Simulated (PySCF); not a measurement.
Orbital gap (eV) of eight halogen compounds: PBE beside ωB97X, computed with PySCF for isolated molecules in the bases named; differences from unrounded values. The eight are the first of their class met in an unordered collection, after screening for sound electronic states; none was chosen by its value. Each molecule has one DFT geometry for both levels.

```tsv
molecule	basis	ωB97X	PBE	difference
C5H4F2O, SMILES C(=C\F)(/F)OC=C=C	def2-TZVP	10.96	…	…
C4H4F2O2, SMILES C1(CC(CO1)=O)(F)F	def2-TZVP	11.35	3.86	-7.50
C₃H₃ClF₂, SMILES F[C@@H]1C[C@@]1(F)Cl	def2-TZVP	13.06	5.81	-7.26
Se(Br)(Me) (CH3BrSe), SMILES C[Se]Br	def2-TZVPD	8.49	2.07	-6.42
1-fluorocyclopentene (C₅H₇F), SMILES FC1=CCCC1	def2-TZVP	12.07	5.30	-6.77
C4H4Cl2, SMILES ClC(Cl)=CC=C	def2-TZVP	9.54	…	…
2-chlorocyclopenta-1,3-diene (C5H5Cl), SMILES ClC1=CCC=C1	def2-TZVP	10.09	3.73	-6.36
1,1,2-trichloroprop-1-ene (C₃H₃Cl₃), SMILES CC(Cl)=C(Cl)Cl	def2-TZVP	10.78	…	…
```

Some entries are withheld; supply them. (An estimate is asked for; the answer gives what the named calculation found.)


- C5H4F2O, SMILES C(=C\F)(/F)OC=C=C, PBE: 4.09
- C5H4F2O, SMILES C(=C\F)(/F)OC=C=C, difference: -6.87
- 1,1,2-trichloroprop-1-ene (C₃H₃Cl₃), SMILES CC(Cl)=C(Cl)Cl, PBE: 4.32
- 1,1,2-trichloroprop-1-ene (C₃H₃Cl₃), SMILES CC(Cl)=C(Cl)Cl, difference: -6.46
- C4H4Cl2, SMILES ClC(Cl)=CC=C, PBE: 3.46
- C4H4Cl2, SMILES ClC(Cl)=CC=C, difference: -6.08

PBE lies below ωB97X in 8 and above it in 0 of the eight; the mean signed difference is -6.71 and the largest -7.50 eV.
